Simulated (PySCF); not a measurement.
Vertical excitations of a molecule C6H10 from TDDFT-PBE/def2-SVPD (PySCF), as energy in eV (oscillator strength): 5.50 (0.002), 5.52 (0.001), 6.45 (0.021), 6.58 (0.040), 6.83 (0.102), 6.89 (0.088), 7.03 (0.037), 7.05 (0.010), 7.11 (0.100), 7.17 (0.004). Lowest triplet (TDA): 4.44 eV. Geometry optimised at B3LYP-D3(BJ)/def2-SVP. One conformer was computed; it need not be the lowest.

Problem. Pick the molecule that these values belong to.
A. CC=C1CCC1
B. C=CCCC=C
C. CC1CC=CC1
D. CC1=CC[C@H]1C

Solution. B, C=CCCC=C
